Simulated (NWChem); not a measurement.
Species: C3H7NSi; SMILES C[C@@H]1N=C[SiH2]1

```xyz
12

C      0.4876    -1.9408    -0.2804
C      0.0525    -0.7043     0.4792
N     -1.3126    -0.2501     0.0967
C     -1.1665     0.9788    -0.2503
Si     0.6978     1.0456     0.0134
H      0.5319    -1.7565    -1.3653
H      1.4838    -2.2740     0.0484
H     -0.2244    -2.7646    -0.1114
H      0.0579    -0.9133     1.5634
H     -2.0252     1.5847    -0.5745
H      1.2598     1.9525     1.0654
H      1.5598     1.1601    -1.2063
```
Atoms are numbered in this order, from 1.

Results from NWChem. Pople sets run with spherical d functions. The geometry was optimised at PBE0/def2-SVP. No frequency run checked for a minimum. Vzz is the largest principal value of the second derivative of the potential at the nucleus (NWChem prints the opposite sign); η is the asymmetry. Non-relativistic.

For level Hartree-Fock/6-31G*:

```yaml
Vzz N3 (a.u.): -1.102
"η N3": 0.70
```

Q: What are these values for level PBE/def2-SVP?

A: Vzz N3 (a.u.): -0.950
η N3: 0.54
